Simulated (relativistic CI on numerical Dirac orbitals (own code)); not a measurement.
**Cubic crystal-field splitting of Yb3+ by operator equivalents**

Problem. Yb3+ (4f13) sits in a cubic field with the Wybourne parameters B⁴₀ = -1000 and B⁶₀ = 430 cm⁻¹. Find the levels of its ground J multiplet, neglecting the mixing with the other J.

Working.
1. One f hole has the ground level ²F7/2 with g_J = 8/7 and the Stevens factors β = −2/1155 and γ = 4/27027.
2. Stevens form: B₄ = β B⁴₀/8 = 0.2165 and B₆ = γ B⁶₀/16 = 0.00398 cm⁻¹, in H = B₄(O₄⁰ + 5O₄⁴) + B₆(O₆⁰ − 21O₆⁴).
3. For J = 7/2 the eigenvalues are E(Γ6) = 840B₄ − 25200B₆ = 81.6, E(Γ7) = −1080B₄ − 15120B₆ = -293.9 and E(Γ8) = 120B₄ + 20160B₆ = 106.2 cm⁻¹.
4. Order and energies above the lowest: Γ7 0.0, Γ6 375.5, Γ8 400.1 cm⁻¹. A Γ7 ground doublet has the isotropic |g| = 3.429.

Check. Diagonalising spin-orbit coupling (free-ion gap 10095 cm⁻¹, from a Dirac-Coulomb-Breit calculation) and field together in all 14 states gives Γ7 0.0, Γ6 388.1, Γ8 412.6 cm⁻¹, with |g| = 3.470. The other multiplet starts at 10224 cm⁻¹; the differences from the hand values come from J mixing and grow with the ratio of the field to that gap.
